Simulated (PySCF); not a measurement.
CHCl, SMILES [CH]Cl (connectivity only; charge and spin as stated), neutral, multiplicity 1.

Geometry: ωB97X-D3(BJ)/def2-TZVPD. The isomer is the one that the SMILES or the coordinates give; other isomers of the formula were not compared.

Method: PySCF 2.14.0 with ωB97X-D3(BJ)/def2-TZVPD.

Frequencies are harmonic and unscaled.

Q: Estimate the vibrational spectrum. (Estimate from the structure and the level; the computed values follow.)

A: 
```csv
mode,ν (cm⁻¹),IR (km/mol),Raman (Å⁴/amu),depolarisation,moving atoms (share of kinetic energy)
1,850,91.8,15.1,0.15,"C 72 %, Cl 26 %"
2,1237,9.1,3.7,0.06,H 91 %
3,2967,45.4,120.0,0.36,H 92 %
```
